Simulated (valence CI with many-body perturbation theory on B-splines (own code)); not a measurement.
# Nb⁸⁺: calculated level list

Computed by relativistic CI+MBPT: five valence electrons over a frozen Dirac-Fock core [Ar] 3d10, radial functions for each j: 9 s, 9 p, 8 d, 6 f, 3 g, 1 h, with the one-electron correlation potential Σ1, the two-electron term Σ2, the three-electron term Σ3, Breit, model QED; selected CI, second order for the rest, scaled by the run's own slope (own B-spline code, finite nucleus).

No measured levels were compared; by estimate levels hold to about 250 cm⁻¹ or 0.2 % of their energy and the worst to 1 %, as in measured heavy ions of charge 2 to 7; those with d or f electrons hold less well. Among the levels kept, up to 760 cm⁻¹ of a level comes from second order outside the variational space, and about a tenth of that is noise between levels of different J, which matters for small intervals.

Levels 1 to 45 of 48, with energies above the lowest level, 4s2.4p3 4S°_3/2. "Leading %" is the weight of the configuration and term that name the level; weights of strongly mixed levels are sums over their largest components and can fall short. Lifetimes count E1, E2, E3, M1 and M2 decay at the calculated energies, and are blank where another channel may lead or the interval is too uncertain; long ones can be off by a factor of two.

```
No.  Configuration  Term    J  E (cm⁻¹)  Leading %    Second component  Lifetime
  1        4s2.4p3   4S°  3/2         0         86     9 % 4s2.4p3 2P°          
  2        4s2.4p3   2D°  3/2     25026         75    15 % 4s2.4p3 2P°   10.4 ms
  3        4s2.4p3   2D°  5/2     32184         97                       81.8 ms
  4        4s2.4p3   2P°  1/2     50896         96                       3.54 ms
  5        4s2.4p3   2P°  3/2     62835         72    20 % 4s2.4p3 2D°   1.45 ms
  6         4s.4p4    4P  5/2    206230         88   6 % 4s2.4p2.4d 4P    585 ps
  7         4s.4p4    4P  3/2    218620         89   7 % 4s2.4p2.4d 4P    489 ps
  8         4s.4p4    4P  1/2    222760         87   7 % 4s2.4p2.4d 4P    443 ps
  9         4s.4p4    2D  3/2    253740         78  11 % 4s2.4p2.4d 2D    216 ps
 10         4s.4p4    2D  5/2    257600         80  12 % 4s2.4p2.4d 2D    271 ps
 11         4s.4p4    2S  1/2    289580         53      25 % 4s.4p4 2P   84.2 ps
 12         4s.4p4    2P  3/2    292280         60  32 % 4s2.4p2.4d 2P   73.3 ps
 13         4s.4p4    2P  1/2    311850         38      29 % 4s.4p4 2S   91.1 ps
 14     4s2.4p2.4d    4F  3/2    323900         84   7 % 4s2.4p2.4d 4D    875 ps
 15     4s2.4p2.4d    4F  5/2    329020         77  16 % 4s2.4p2.4d 4D   1.07 ns
 16     4s2.4p2.4d    4F  7/2    337030         84  12 % 4s2.4p2.4d 4D   9.21 ns
 17     4s2.4p2.4d    2F  5/2    338060         70  16 % 4s2.4p2.4d 4D   1.77 ns
 18     4s2.4p2.4d    4D  1/2    341950         93                        391 ps
 19     4s2.4p2.4d    4D  3/2    343230         83   9 % 4s2.4p2.4d 4F    281 ps
 20     4s2.4p2.4d    2F  7/2    343230         49  40 % 4s2.4p2.4d 4D   9.56 ns
 21     4s2.4p2.4d    4F  9/2    345000         87  10 % 4s2.4p2.4d 2G          
 22     4s2.4p2.4d    4D  5/2    349650         60  25 % 4s2.4p2.4d 2F    370 ps
 23     4s2.4p2.4d    4D  7/2    361970         44  38 % 4s2.4p2.4d 2F   4.57 ns
 24     4s2.4p2.4d    2P  3/2    368270         59      26 % 4s.4p4 2P   17.7 ps
 25     4s2.4p2.4d    2G  7/2    374110         83  10 % 4s2.4p2.4d 2F    636 ps
 26     4s2.4p2.4d    2G  9/2    378650         87  10 % 4s2.4p2.4d 4F   3.27 ms
 27     4s2.4p2.4d    4P  5/2    382170         79       5 % 4s.4p4 4P   9.78 ps
 28     4s2.4p2.4d    2P  1/2    383290         56      19 % 4s.4p4 2P   15.7 ps
 29     4s2.4p2.4d    4P  3/2    385600         63  15 % 4s2.4p2.4d 2D   11.1 ps
 30     4s2.4p2.4d    4P  1/2    390200         69  12 % 4s2.4p2.4d 2P   9.65 ps
 31     4s2.4p2.4d    2D  3/2    392100         67  18 % 4s2.4p2.4d 4P   32.4 ps
 32     4s2.4p2.4d    2D  5/2    402750         81       7 % 4s.4p4 2D   13.8 ps
 33     4s2.4p2.4d    2D  3/2    409530         76      10 % 4s.4p4 2D   11.1 ps
 34     4s2.4p2.4d    2D  5/2    412950         89                       47.8 ps
 35     4s2.4p2.4d    2P  1/2    415660         78  13 % 4s2.4p2.4d 2S   13.6 ps
 36     4s2.4p2.4d    2F  5/2    420560         65  21 % 4s2.4p2.4d 2D   7.41 ps
 37     4s2.4p2.4d    2S  1/2    427530         65       9 % 4s.4p4 2S   12.6 ps
 38     4s2.4p2.4d    2P  3/2    427660         80   8 % 4s2.4p2.4d 2D   12.7 ps
 39     4s2.4p2.4d    2F  7/2    428530         94                       7.26 ps
 40     4s2.4p2.4d    2D  3/2    445910         92                       8.85 ps
 41     4s2.4p2.4d    2D  5/2    446930         66  26 % 4s2.4p2.4d 2F   8.21 ps
 42            4p5   2P°  3/2    475900         68  25 % 4s.4p3.4d 2P°    121 ps
 43      4s.4p3.4d   6D°  1/2    489960         96                       5.07 ns
 44      4s.4p3.4d   6D°  3/2    490350         96                       4.60 ns
 45      4s.4p3.4d   6D°  5/2    490850         95                       5.86 ns
```

Names give the largest LS component (configuration and term), which can be under half, so a name can repeat, a term be missing and a line seem to break the LS rules; names also repeat where a configuration has a term twice.

The ionisation energy to 4s2.4p2 3P_0 of the next ion comes out as 158.86 eV (NIST: 159.2 ± 0.7 eV (semi-empirical)). All 48 levels together are meant to be complete up to 511350 cm⁻¹.
